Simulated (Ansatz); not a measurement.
Ga₂H₄⁻, relaxed as a doublet with UKS PBE0-D4/def2-TZVPD in Ansatz, starting from the GFN2-xTB geometry. Force threshold 0.02 eV/Å.

The highest occupied level of the charge -1 doublet lies above zero (up to 0.15 eV). It is a level of α spin, whose loss leaves a singlet; that state wasn't run at this geometry and level. The electron is either unbound and held by the finite basis, or the level is raised by self-interaction error. The relaxation made no stability test and no search for a lower SCF solution. The structure comes from a short search, and lower isomers may exist.

Start:

Cartesian coordinates in Å:
```
Ga -0.182 -0.393 1.415
Ga 0.268 0.316 -1.354
H 1.755 -0.806 -2.115
H 1.038 0.378 2.819
H -1.903 0.335 2.152
H -0.975 0.170 -2.918
```

```csv
step,energy (eV),largest force component (eV/Å),SCF passes
1,-104805.0391,1.913,18
2,-104806.4476,0.980,26
3,-104807.1480,0.883,26
4,-104807.3037,0.905,22
5,-104807.6391,0.882,23
6,-104807.6956,0.308,20
7,-104807.7446,0.220,20
8,-104807.7492,0.006,20
```

Force components are those of the run's own axes.

End:

Cartesian coordinates in Å:
```
Ga -0.208 0.099 1.167
Ga 0.214 -0.102 -1.166
H 1.654 -0.386 -1.817
H 0.906 -0.039 2.316
H -1.655 0.389 1.803
H -0.912 0.040 -2.303
```

Bonds formed: Ga1–H4, Ga1–H5, Ga2–H3, Ga2–H6 (atoms count from 1). Metal–metal contacts that move far: Ga1–Ga2 2.89 to 2.38 Å. The end is the same structure that another start reached, the lowest one found.

No frequencies were taken in this run, so the end may be a saddle point.

It took 18 s on 4 threads of Arm Neoverse V1 on a shared host.
